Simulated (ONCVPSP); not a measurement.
Pb (Z = 82), ONCV: configuration errors across variants

ONCVPSP 4.0.1 input, shortened (lines: element, Z, core and valence counts, functional; n l f; lmax; l rc ep ncon nbas qcut; lloc lpopt rc5 dvloc0; l nproj debl; icmod fcfact rcfact), PBE, fully relativistic:

```
  Pb 82.00   10    5        4      upf
    1    0    2.00
    2    0    2.00
    2    1    6.00
    3    0    2.00
    3    1    6.00
    3    2   10.00
    4    0    2.00
    4    1    6.00
    4    2   10.00
    4    3   14.00
    5    0    2.00
    5    1    6.00
    5    2   10.00
    6    0    2.00
    6    1    1.00
    2
    0    1.25    0.00    3    6    8.30
    1    1.45    0.00    4    7    8.50
    2    1.55    0.00    3    7   11.50
    4    3    1.00    3.00
    0    2    0.80
    1    2    2.60
    2    1    1.50
    1    0.20    0.00
```

Open shells are filled in proportion to 2j + 1.

All-electron excitation energies from the reference (eV): (1) 5s2 5p6 5d10 6s2 6p2 -6.698; (2) 5s2 5p6 5d10 6s2 6p0 13.605; (3) 5s2 5p6 5d10 6s1 6p0 46.012; (4) 5s2 5p6 5d9 6s2 6p2 20.378.

Errors AE − PS in meV (a dash: test not solved or not reliable):

| change | (1) | (2) | (3) | (4) | bound ghosts | GHOST(+) flags above zero |
| --- | --- | --- | --- | --- | --- | --- |
| base | -0.3 | +0.2 | -3.1 | -0.6 | none | s |
| all radii but the core radius scaled by about 0.80 (s 1.00, p 1.16, d 1.24 bohr); local potential polynomial inside 0.80 bohr (lpopt 3, dvloc0 3 Ha) | -0.4 | +0.4 | -0.4 | +0.7 | none | s, p3/2 |
| all radii but the core radius scaled by about 0.86 (s 1.08, p 1.24, d 1.34 bohr); local potential polynomial inside 0.86 bohr (lpopt 3, dvloc0 3 Ha) | -0.4 | +0.4 | -1.0 | -0.1 | none | s |
| all radii but the core radius scaled by about 0.91 (s 1.14, p 1.32, d 1.42 bohr); local potential polynomial inside 0.92 bohr (lpopt 3, dvloc0 3 Ha) | -0.4 | +0.3 | -1.8 | -0.5 | none | s |
| all radii but the core radius scaled by about 1.09 (s 1.36, p 1.58, d 1.70 bohr); local potential polynomial inside 1.10 bohr (lpopt 3, dvloc0 3 Ha) | -0.3 | 0.0 | -4.4 | -0.7 | none | s |
| all radii but the core radius scaled by about 1.17 (s 1.46, p 1.70, d 1.80 bohr); local potential polynomial inside 1.16 bohr (lpopt 3, dvloc0 3 Ha) | -0.2 | 0.0 | -5.6 | -1.0 | none | none |
| all radii but the core radius scaled by about 1.24 (s 1.56, p 1.80, d 1.92 bohr); local potential polynomial inside 1.24 bohr (lpopt 3, dvloc0 3 Ha) | -0.1 | 0.0 | -6.4 | +1.0 | none | none |

Q: Give the same row for: all radii but the core radius scaled by about 1.29 (s 1.62, p 1.88, d 2.00 bohr); local potential polynomial inside 1.30 bohr (lpopt 3, dvloc0 3 Ha).

A: -0.1, -0.1, -7.3, +1.5; bound ghosts: none; GHOST(+) flags above zero: none.
